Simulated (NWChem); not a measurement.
# phosphoric acid (H3PO4); SMILES O=P(O)(O)O

```xyz
8

O      1.4282    -0.1440    -0.5880
P      0.0003    -0.0025     0.1301
O      0.0037    -0.0306     1.6054
O     -0.5817     1.3264    -0.5553
O     -0.8505    -1.1491    -0.6018
H      2.0001    -0.7483    -0.0976
H     -0.3507     2.1085    -0.0377
H     -1.6499    -1.3555    -0.1007
```
Atoms are numbered in this order, from 1.

Coordinates come from a PBE0/def2-SVP optimisation.

Question: List the 4 lowest vertical singlet excitations from LDA (Slater exchange, VWN5)/def2-SVP, full TDDFT (NWChem).

Answer: 
```tsv
state	energy (eV)	oscillator strength	leading excitation (squared amplitude)
S1	6.78	0.013	HOMO → LUMO (0.99)
S2	6.78	0.013	HOMO−1 → LUMO (0.99)
S3	7.87	0.001	HOMO−2 → LUMO (0.58)
S4	7.91	0.001	HOMO−2 → LUMO (0.34)
```
